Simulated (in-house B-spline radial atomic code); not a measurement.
A fraction x of an electron is removed from 4p in Xe²⁺, starting from [Kr] 4d10 5s2 5p4 and keeping the highest spin. Computed with a radial B-spline atomic code at the basis-set limit: scalar-relativistic (X2C) TPSSh, spin-polarised, spherical fractional occupations, Fermi nucleus of rms radius 4.7859 fm.

Caution: exact exchange at fractional occupations of open shells leaves self-interaction of up to several eV.

```csv
x,E(x) - E(0) (eV),4p down level (eV)
0,0.0000,-165.889
0.02,3.3216,-166.271
0.14,23.4124,-168.577
0.36,60.9683,-172.850
0.41,?,?
0.5,85.3593,-175.598
0.53,90.6362,-176.190
0.7,?,?
0.83,144.3864,-182.162
0.99,173.7898,-185.385
1,175.6447,-185.587
```

**Question.** What belongs in the row x = 0.41?

**Answer.** An energy change of 69.6352 eV; 4p down at -173.829 eV.

**Question.** What belongs in the row x = 0.7?

**Answer.** An energy change of 120.8746 eV; 4p down at -179.562 eV.

**Question.** Check Janak's theorem between x = 0.02 and 0.14.

**Answer.** The slope of the energy is 167.42 eV; the orbital levels give 167.42 eV (-ε of the emptying orbital, averaged over the two points).
